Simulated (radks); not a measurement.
The numbers below are computed, except where a source is named.
Spin polarisation of the 4d7 shell in Rh2+. Start: [Kr] 4d(up 3.5, down 3.5); electrons of 4d are moved from spin down to spin up, other shells keep equal spins. Code: a radial shooting solver on a logarithmic mesh with Libxc functionals. Model: scalar-relativistic Kohn-Sham, BLYP, spin-polarised, spherical densities, point nucleus.

moment (Bohr magnetons)  E - E(0) (eV)  e(4d up) (eV)  e(4d down) (eV)  4p down minus up (eV)  4s down minus up (eV)  3d down minus up (eV)
0                                0.000        -25.653          -25.653                  0.000                 0.000                  0.000
0.75                            -0.099        -25.905          -25.380                  0.552                  0.529                  0.110
1.5                             -0.393        -26.135          -25.087                  1.102                  1.056                  0.220
2.25                            -0.883        -26.340          -24.777                  1.648                  1.581                  0.329
3                               -1.565        -26.522          -24.451                  2.190                  2.102                  0.439

At moment 3 the spin-polarisation energy is -1.565 eV and the 4d exchange splitting 2.070 eV, that is 0.690 eV per Bohr magneton; E = -I m^2/4 would give I = 0.695 eV.
